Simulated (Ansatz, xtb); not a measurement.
## Relaxing a trial structure of AlF2H2P

The starting geometry of this gas-phase singlet was built from a drawn formula by distance geometry and a force field; its bonds are those of `F[P](F)[AlH2]`.

```xyz
6

Al   -0.1082   -0.2038   -0.9597
F    -2.6360    0.6338   -2.3626
F    -0.5657    0.7692   -3.7542
P    -1.1452    1.4435   -2.3024
H    -0.5097   -0.3510    0.5853
H     0.9216   -1.2164   -1.5919
```

Q: Predict what it relaxes into with r2SCAN-D4/def2-SVP.

A: A new bond forms, giving a structure with F2 bridging Al1 and P4, given below by its coordinates. Contacts that close: Al1–F2 (3.01 → 1.94 Å).

The energy falls by 0.40 eV over 13 steps:

| step | E − E(last) (eV) |
| --- | --- |
| 1 | 0.401 |
| 2 | 0.332 |
| 4 | 0.277 |
| 5 | 0.241 |
| 6 | 0.212 |
| 8 | 0.101 |
| 9 | 0.025 |
| 10 | 0.004 |
| 12 | 0.000 |
| 13 | 0.000 |

Final geometry (Å):

```xyz
6

Al   -0.3206   -0.1995   -1.0126
F    -1.9858    0.0258   -1.9827
F    -0.5234    1.0667   -3.8119
P    -1.1037    1.5710   -2.3789
H    -0.6523   -0.0768    0.5295
H     0.5427   -1.3119   -1.7290
```

From the same start GFN2-xTB reaches the same bonding as this run.

The end wasn't checked by frequencies. Run with Ansatz 0.2.0, 63 s on 1 thread of AMD EPYC (Zen 3), with other jobs on the host.
